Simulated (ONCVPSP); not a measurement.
**Ge (Z = 32): variants of one ONCV potential**

Base potential:

germanium, optimised norm-conserving Vanderbilt (ONCV), made with ONCVPSP 4.0.1 (PBE, scalar-relativistic). Core [Ar], reference 3d10 4s2 4p1.75 (charge +0.25). Waves: 4s: rc 1.85 bohr, ncon 4, nbas 8, qcut 3.6 1/bohr, 3 projectors, debl 3.9 Ha; 4p: rc 1.65 bohr, ncon 4, nbas 9, qcut 4.7 1/bohr, 3 projectors, debl 0.3 Ha; 3d: rc 1.05 bohr, ncon 5, nbas 9, qcut 16.2 1/bohr, 2 projectors, debl 2.8 Ha. Local part: polynomial inside 0.95 bohr (lpopt 5, dvloc0 0 Ha). Core correction: Teter function, fcfact 4, rcfact 1.65.

Cutoffs, loose and tight: the cutoffs (Ha) at which the residual kinetic energy of the hardest occupied pseudo-wave falls to 1 and 0.1 mHa per electron. They do not see the model core or the augmentation charge, which bear on the density cutoff. Test errors are all-electron minus pseudo excitation energies from the reference, over the configurations 3d10 4s2 4p2; 3d10 4s2 4p1; 3d10 4s2 4p0; 3d10 4s1 4p2. A dash means not determined; rows that change the core or the reference have their own tests.

A true bound ghost makes a file unfit for plane-wave use even where its test errors are small: the radial tests pick states by their node count and pass the ghost by.

| change | outcome | cutoff, loose | cutoff, tight | bound ghosts | GHOST(+) flags above zero | largest test error (meV) |
| --- | --- | --- | --- | --- | --- | --- |
| base | generated | 107 Ha | 118 Ha | p | s, p | -2.4 |
| d: nproj 3 | generated | 107 Ha | 118 Ha | p | s, p | -2.4 |
| core correction Teter function, fcfact 4.4, rcfact 1.65 | generated | 107 Ha | 118 Ha | p | s, p | -2.4 |
| local potential polynomial inside 0.80 bohr (lpopt 3, dvloc0 -1 Ha) | generated | 107 Ha | 118 Ha | p | s, p | -2.4 |
| reference 3d10 4s1.75 4p2.25 | generated | 107 Ha | 118 Ha | p | s, p | -7.0 |
| d: qcut 14.5 | generated | 95 Ha | 113 Ha | p | s, p | -2.4 |
| p: rc 2.08 | generated | 107 Ha | 118 Ha | p | s, p | -2.0 |

(1) What comes out with this change to the base: all radii but the core radius scaled by about 1.14 (s 2.12, p 1.88, d 1.20 bohr); local potential polynomial inside 1.08 bohr (lpopt 5, dvloc0 0 Ha)?

(2) What comes out with this change to the base: functional Wu-Cohen?

Answers

(1) outcome: generated; cutoff, loose: 94 Ha; cutoff, tight: 106 Ha; bound ghosts: p; GHOST(+) flags above zero: s, p; largest test error (meV): -10.

(2) outcome: generated; cutoff, loose: 107 Ha; cutoff, tight: 118 Ha; bound ghosts: p; GHOST(+) flags above zero: s, p; largest test error (meV): -10.
